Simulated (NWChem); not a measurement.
System: CHCl₂ cation

NWChem input:

```
start job
memory heap 200 mb stack 900 mb global 1100 mb
charge 1
geometry units angstroms
  Cl     1.447254     0.000000    -0.156525
  C      0.000000     0.000000     0.608428
  Cl    -1.447254     0.000000    -0.156525
  H      0.000000     0.000000     1.701032
end
basis spherical
  Cl library sto-3g
  C library sto-3g
  H library sto-3g
end
dft
  xc hfexch
  iterations 150
end
driver
  maxiter 120
end
task dft optimize
task dft freq
```

The level has its own optimisation; frequencies are unscaled.

Task: What results follow from this input? (Hartree-Fock/STO-3G.) Quantities: r C–Cl (Å); r C–H (Å); highest harmonic frequency (cm⁻¹); lowest (cm⁻¹); zero-point energy (kcal/mol).

Result: 
| Property | Value |
|---|---|
| r C–Cl (Å) | 1.700 |
| r C–H (Å) | 1.120 |
| highest harmonic frequency (cm⁻¹) | 3509 |
| lowest (cm⁻¹) | 338 |
| zero-point energy (kcal/mol) | 11.7 |
